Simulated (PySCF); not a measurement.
## Radial density of Yb⁴⁷⁺ (ytterbium, charge +47)

B97-3, [Ar] 3d5, high-spin 6S determinant. Computed with PySCF 2.14 in an even-tempered Gaussian basis (16 s from 10 bohr⁻², ratio 2.5; 10 p from 13 bohr⁻², ratio 2.5; 7 d from 13 bohr⁻², ratio 2.5; 4 f from 51 bohr⁻², ratio 2.7; 3 g from 76 bohr⁻², ratio 2.7), with no relativity, point nucleus.

| r (bohr) | 4πr²ρ (e/bohr) | 4πr²(ρα − ρβ) |
| --- | --- | --- |
| 0.000420 | 0.5109 | 0.0000 |
| 0.000706 | 1.389 | -0.0001 |
| 0.00119 | 3.673 | -0.0002 |
| 0.00200 | 9.277 | -0.0005 |
| 0.00336 | 21.69 | -0.0012 |
| 0.00565 | 44.60 | -0.0025 |
| 0.00951 | 74.18 | -0.0035 |
| 0.0160 | 89.42 | 0.0059 |
| 0.0269 | 80.91 | 0.1476 |
| 0.0453 | 99.54 | 1.5613 |
| 0.0761 | 109.5 | 9.7719 |
| 0.128 | 69.11 | 27.3007 |
| 0.215 | 68.38 | 21.0538 |
| 0.362 | 8.422 | 1.9961 |
| 0.609 | 0.04964 | 0.0106 |

A non-relativistic calculation at this Z misses sizeable relativistic shifts. Spin-orbit coupling, which splits the p, d and f shells strongly at this Z, is absent. Spin-orbit coupling is strong in this species (close to jj coupling), so the high-spin LS determinant is a model state, not a physical level.

(1) Where is the radial spin density 4πr²(ρα − ρβ) most negative, and why is it negative at all?

Results:

(1) Around r = 0.00951 bohr, down to -0.0035 e/bohr: exchange with the open shell polarises the paired shells in an unrestricted calculation.
